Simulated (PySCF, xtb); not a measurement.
AsF2H2In, SMILES [F][In]([AsH2])[F].

GFN2-xTB (xtb) at its own geometry gives an orbital gap of 2.88 eV and a dipole moment of 6.74 D.

Coordinates come from a B3LYP-D3(BJ)/def2-SVP optimisation. The structure was generated by enumeration; whether it is a known compound was not checked. The def2 effective core potentials stand for the cores of In; spin–orbit coupling is left out.

Q: What does PySCF with r2SCAN/def2-TZVP give? (An estimate is asked for; the answer gives what the named calculation found.)

A: gap 4.58 eV (levels -7.70 and -3.12 eV), dipole 4.37 D.
